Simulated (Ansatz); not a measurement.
`CN(C)N[SiH3]` from Hartree–Fock to CCSD(T)

Z-matrix (Å, degrees):
```
C
N 1 1.446
H 1 1.105 2 113.3
H 1 1.091 2 109.5 3 121.0
H 1 1.092 2 109.2 3 -120.1
C 2 1.447 1 112.2 3 61.3
N 2 1.407 1 112.3 3 -65.0
H 6 1.090 2 109.3 1 177.5
H 6 1.092 2 109.0 1 58.8
H 6 1.103 2 113.2 1 -61.5
Si 7 1.726 2 127.8 1 53.9
H 7 1.007 2 111.5 1 -112.5
H 11 1.485 7 104.4 2 176.6
H 11 1.492 7 115.0 2 -64.3
H 11 1.488 7 111.8 2 57.3
```

Total charge 0; spin multiplicity 1. The geometry is a stationary point of PBE0-D4/def2-TZVP. It is one conformer, not always the lowest. Frozen core, restricted reference, Ansatz 0.2.0. CBS rows extrapolate triple and quadruple zeta; past MP2 they add the triple-zeta difference.

| basis | HF (Eh) | MP2 corr. |
| --- | --- | --- |
| def2-SVP | -479.11680 | -0.73222 |
| def2-TZVPP | -479.43640 | -0.90730 |
| def2-QZVPP | -479.45510 | -0.96885 |

Problem. Estimate the CCSD correlation energy and the (T) correction in each basis where they were run (hartree).

Solution. 
```
     basis  CCSD corr.       (T)
  def2-SVP    -0.80024  -0.02255
def2-TZVPP    -0.96339  -0.03709
 CBS(def2)    -1.07053     as TZ
```
